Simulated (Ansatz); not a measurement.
Zn3Se3⁺. Charge 1, multiplicity 2. Geometry PBE-D4/def2-SVP.

```xyz
6

Zn    1.414   -0.416   -0.231
Zn   -1.540   -2.722    0.222
Zn    0.181    1.759    0.716
Se   -0.664   -0.843   -1.398
Se   -1.728    1.138   -0.546
Se    2.337    1.084    1.237
```

LC-ωPBE has ω = 0.4 bohr⁻¹. At HF/STO-3G the charge 1 doublet is spin-contaminated (final ⟨S²⟩ up to 4.87, 0.75 for a pure state). Another isomer (doublet) lies 0.09 eV lower at PBE0-D4/def2-SVP; other spin states weren't run for this one.

Question: Estimate the α-spin orbital energies around the gap (eV) in Ansatz with HF/STO-3G, PBE-D4/def2-SVP, r2SCAN-D4/def2-SVP, PBE0-D4/def2-SVP, LC-ωPBE/def2-SVP.

Answer: 
| orbital | HF/STO-3G | PBE-D4/def2-SVP | r2SCAN-D4/def2-SVP | PBE0-D4/def2-SVP | LC-ωPBE/def2-SVP |
| --- | --- | --- | --- | --- | --- |
| HOMO−13 | -26.90 | -15.47 | -16.12 | -18.74 | -21.44 |
| HOMO−12 | -24.62 | -15.38 | -16.07 | -18.74 | -21.44 |
| HOMO−11 | -19.91 | -15.38 | -16.06 | -18.72 | -21.41 |
| HOMO−10 | -19.21 | -15.36 | -16.06 | -18.71 | -21.41 |
| HOMO−9 | -17.46 | -15.36 | -16.05 | -18.71 | -21.39 |
| HOMO−8 | -15.54 | -13.92 | -14.19 | -15.13 | -17.92 |
| HOMO−7 | -15.05 | -13.30 | -13.61 | -14.43 | -17.11 |
| HOMO−6 | -14.36 | -12.66 | -12.97 | -13.82 | -16.27 |
| HOMO−5 | -13.17 | -11.90 | -12.09 | -12.89 | -15.35 |
| HOMO−4 | -12.87 | -11.33 | -11.56 | -12.28 | -14.60 |
| HOMO−3 | -11.92 | -10.78 | -11.00 | -11.68 | -14.03 |
| HOMO−2 | -11.17 | -10.26 | -10.55 | -11.27 | -13.86 |
| HOMO−1 | -10.48 | -9.73 | -9.98 | -10.73 | -13.20 |
| HOMO | -10.14 | -9.28 | -9.62 | -10.25 | -12.67 |
| LUMO | -2.36 | -7.52 | -7.43 | -6.63 | -4.44 |
| LUMO+1 | -1.83 | -7.26 | -7.06 | -6.42 | -4.28 |
| LUMO+2 | -1.24 | -6.13 | -5.89 | -5.19 | -2.94 |
| LUMO+3 | -0.42 | -5.35 | -5.26 | -4.58 | -2.53 |
| LUMO+4 | 0.18 | -5.04 | -4.84 | -4.19 | -2.05 |
| LUMO+5 | 0.87 | -4.42 | -4.50 | -3.73 | -1.66 |
| β HOMO | -9.57 | -9.70 | -9.92 | -10.68 | -13.12 |
| β LUMO | -2.17 | -8.62 | -8.38 | -7.87 | -5.74 |
